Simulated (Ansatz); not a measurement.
System: ethylsilane, C₂H₈Si, net charge 0, singlet state. SMILES: C([SiH3])C
Geometry: optimised at B3LYP-D3(BJ)/def2-TZVP (Ansatz, a quantum-chemistry and plane-wave program).

Quantity: atomisation energy (electronic, to ground-state atoms), in kcal/mol. Valence correlation only, unless marked. Open shells are spin-unrestricted. No spin-orbit coupling. Non-relativistic. The coupled-cluster limit lacks core correlation, which all-electron functionals hold. CBS marks a two-point X^-3 extrapolation of the correlation energy; Hartree-Fock from the larger set.

```csv
level,program,atomisation energy (kcal/mol)
SVWN5/def2-TZVPD,Ansatz,1020.6
PBE/def2-TZVPD,Ansatz,917.1
```

Predict the CCSD(T)/CBS(aug-cc-pV(T+d)Z,aug-cc-pV(Q+d)Z) result (Ansatz).

919.9 kcal/mol
